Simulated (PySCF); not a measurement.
C₄H₇FSi, SMILES C=C/C=C(\F)[SiH3].

Geometry optimised at ωB97X-D3(BJ)/def2-SVP. The structure was generated by enumeration; whether it is a known compound was not checked. The values are those of a single conformer.

Two levels are set side by side: PBE/def2-TZVP (PySCF) and M06-2X/def2-TZVP (PySCF). Same geometry, gas phase. Differences are taken from unrounded values.

```json
[
 {"quantity": "orbital gap (eV)", "M06-2X": "7.58", "PBE": "3.69", "PBE minus M06-2X": "-3.88"},
 {"quantity": "highest occupied level (eV)", "M06-2X": "-7.96", "PBE": "-5.84", "PBE minus M06-2X": "2.12"},
 {"quantity": "lowest empty level (eV)", "M06-2X": "-0.39", "PBE": "-2.15", "PBE minus M06-2X": "-1.76"},
 {"quantity": "dipole moment (D)", "M06-2X": "1.34", "PBE": "1.10", "PBE minus M06-2X": "-0.24"},
 {"quantity": "mean polarisability (bohr³)", "M06-2X": "82.1", "PBE": "86.8", "PBE minus M06-2X": "4.7"}
]
```

Without exact exchange PBE keeps part of each electron's self-repulsion, which lifts occupied levels and narrows the gap. Loosely held outer electrons make PBE densities more polarisable. Differences between two approximate levels are no errors against the true value.

Rough cost on one machine, each run with all the roots and properties that it gave: M06-2X against PBE about 4 times.
